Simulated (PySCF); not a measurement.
CF₂, SMILES F[C]F (connectivity only; charge and spin as stated), neutral, multiplicity 1. Atoms are numbered in the order given.

```xyz
3

F      0.0000    -1.0324     0.1990
C      0.0000     0.0000    -0.5969
F      0.0000     1.0324     0.1990
```
Charge 0, spin multiplicity 1.

Geometry: B3LYP-D3(BJ)/def2-TZVP. The isomer is the one that the SMILES or the coordinates give; other isomers of the formula were not compared.

All values below come from PBE0/def2-TZVPD in PySCF.

The molecule is in vacuum.

Q: Estimate the frontier levels, gap, dipole moment and polarisability. (An estimate is asked for; the answer gives what the named calculation found.)

A: 
```json
{
 "highest_occupied_level": "-8.89 eV",
 "lowest_empty_level": "-2.39 eV",
 "orbital_gap": "6.50 eV",
 "dipole_moment": "0.127 e·Å",
 "quadrupole, principal values (traceless, Buckingham form, about the centre of nuclear charge)": "-2.20, 0.06, 2.14 D·Å",
 "mean_static_polarisability": "16.6 bohr³ (2.46 Å³)",
 "polarisability_principal_values": "14.8, 15.8, 19.1 bohr³"
}
```
